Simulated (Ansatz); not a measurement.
Compare A (`[AlH2][C@H]1C[Si@@H]1S`) with its isomer B (`C[SiH]1[CH2][Al]1[SH]`).

Isolated molecules relaxed with PBE0-D4/def2-TZVP in Ansatz; ΔE leaves out vibrations. CCSD(T)/CBS is the MP2 limit (def2-TZVPP, def2-QZVPP) plus CCSD(T) − MP2 in def2-TZVPP, frozen cores. DFT in def2-TZVPP. B3LYP here is the variant with VWN-RPA as its local correlation; programs differ in this. Each species was taken in one conformer, which may not be the lowest.

(1) Which is lower in electronic energy at CCSD(T)/CBS, and by how much? (Estimate.)

(2) Give E(B) − E(A) in kcal/mol with ωB97M-V, PBE-D4, B2PLYP, CCSD(T)/def2-TZVPP, CCSD(T)/def2-SVP, LDA (SPW92), B3LYP-D4. (An estimate is asked.)

(3) Does the order hold for the free energy at 298.15 K (harmonic terms from PBE0-D4)? (An estimate is asked.)

Largest T1 diagnostic: 0.012.

Answers

(1) Computed: B, by 18.4 kcal/mol.

(2) Ansatz gave: ωB97M-V -17.2, PBE-D4 -20.2, B2PLYP -19.0, CCSD(T)/def2-TZVPP -18.9, CCSD(T)/def2-SVP -17.5, LDA (SPW92) -20.1, B3LYP-D4 -18.2. None reverses the order clearly.

(3) The calculation gave: Yes: G(B) − G(A) = -15.6 kcal/mol, for one conformer each.

From BLYP to BHLYP (50 % exact exchange), in def2-TZVPP and without D4, E(B) − E(A) moves by +1.3 kcal/mol. Leaving LDA and LC-ωPBE aside and taking each functional with its dispersion term where it has one, the values, not all of them listed here, spread over 5.1 kcal/mol, from PBE-D4 to B97M-V. LDA lies +1.1 kcal/mol from PBE without D4.
